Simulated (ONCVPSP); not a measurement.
# An all-electron radial function and its pseudo partner (beryllium (Be))

Columns: radius, all-electron u(r) and pseudo u(r) of the 2p shell (level -2.30 eV) of beryllium in the configuration [He] 2s1.5 2p0.5; PBE, scalar-relativistic, ONCV scheme, ONCVPSP 4.0.1.

| r (bohr) | all-electron | pseudo |
| --- | --- | --- |
| 0.180 | 0.0361 | 0.0141 |
| 0.360 | 0.1075 | 0.0545 |
| 0.540 | 0.1858 | 0.1162 |
| 0.720 | 0.2600 | 0.1916 |
| 0.900 | 0.3255 | 0.2724 |
| 1.080 | 0.3809 | 0.3504 |
| 1.260 | 0.4279 | 0.4191 |
| 1.440 | 0.4666 | 0.4744 |
| 1.620 | 0.4962 | 0.5144 |
| 1.800 | 0.5173 | 0.5397 |
| 1.980 | 0.5306 | 0.5523 |
| 2.160 | 0.5369 | 0.5549 |
| 2.340 | 0.5373 | 0.5503 |
| 2.520 | 0.5327 | 0.5409 |
| 2.700 | 0.5241 | 0.5285 |
| 2.880 | 0.5121 | 0.5141 |
| 3.060 | 0.4976 | 0.4983 |
| 3.240 | 0.4812 | 0.4813 |
| 3.420 | 0.4634 | 0.4634 |
| 3.600 | 0.4447 | 0.4447 |
| 3.780 | 0.4256 | 0.4256 |
| 3.960 | 0.4062 | 0.4062 |
| 4.140 | 0.3868 | 0.3868 |
| 4.320 | 0.3677 | 0.3677 |
| 4.500 | 0.3489 | 0.3489 |
| 4.680 | 0.3306 | 0.3306 |

Question: How many radial nodes do the two functions have?

Answer: The all-electron 2p function has n − l − 1 = 0; the pseudo-wave has 0.

Question: At about which radius was the pseudo-wave matched?

Answer: 3.60 bohr. The columns agree to 0.0005 from 3.24 bohr on; several derivatives are matched, so the curves merge somewhat inside the radius.

Question: Where does each function peak?

Answer: Outermost all-electron maximum near 2.34 bohr, pseudo maximum near 2.16 bohr (to the table’s step).

Question: Is the pseudo-wave norm-conserving?

Answer: Yes: the ONCV scheme keeps the norm inside the radius equal to the all-electron one, which fixes the energy derivative of the logarithmic derivative at the level.
